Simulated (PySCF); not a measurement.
**Spinor energies of Br⁺ (bromine, charge +1)**

Start: [Ar] 3d10 4s2 4p4; 4p1/2 filled at m_j = +1/2; 4p3/2 filled at m_j = -1/2, +1/2, +3/2. Calculated with PySCF 2.14 in x2c-SVPall-2c with one added diffuse shell each of s, p, d type (6s7p4d, 47 functions): generalised Hartree-Fock with the X2C-1e Hamiltonian and a Gaussian nucleus; one run each with spin-orbit coupling (SO) switched off, then screened by Boettger's factors. This is a chosen level, not necessarily the ground level.

| spinor shell | electrons | ε, spin-free (eV) | ε, screened SO (eV) | weight of nominal j (screened SO) | rms radius, screened SO (bohr) |
| --- | --- | --- | --- | --- | --- |
| 1s1/2 | 2 | -13563.9 | -13563.6 | 1.000 | 0.0493 |
| 2s1/2 | 2 | -1836.1 | -1836.0 | 1.000 | 0.205 |
| 2p1/2 | 2 | -1616.1 | -1648.7 | 1.000 | 0.180 |
| 3s1/2 | 2 | -288.59 | -288.51 | 1.000 | 0.588 |
| 3p1/2 | 2 | -216.56 | -221.62 | 0.999 | 0.601 |
| 3p3/2 | 4 | -216.56 | -214.01 | 0.999 | 0.611 |
| 3d3/2 | 4 | -97.100 | -97.767 | 0.981 | 0.650 |
| 3d5/2 | 6 | -97.100 | -96.534 | 0.987 | 0.652 |
| 4s1/2 | 2 | -37.555 | -37.522 | 1.000 | 1.78 |
| 4p3/2 | 3 | -22.894 | -23.532 | 0.606 | 2.12 |
| 4p1/2 | 1 | -22.894 | -21.074 | 0.624 | 2.16 |

(1) Where does 2p3/2 lie, and what is the 2p spin-orbit splitting (screened SO)?

| quantity | spin-free | screened SO |
| --- | --- | --- |
| E (hartree) | -2603.53143 | -2603.65640 |
| M_J | 2 | 2 |
| ⟨J²⟩ | 6.008 | 6.013 |
| ⟨L²⟩ | 2.005 | 2.110 |
| ⟨S²⟩ | 2.003 | 1.955 |

Each row is a mean over spinors that exchange with the open shell spreads, by up to 5.926 eV (4s1/2).

Rows whose weight is well below 1 are mixtures of j = l ± 1/2: exchange outweighs spin-orbit coupling there, and the label is only the starting occupation.

Without spin-orbit coupling the j labels of p, d and f shells carry no meaning; the spin-free column gives the mean over the occupied spinors of each nl shell.

Results:

(1) At -1600.2 eV, 48.492 eV above 2p1/2.
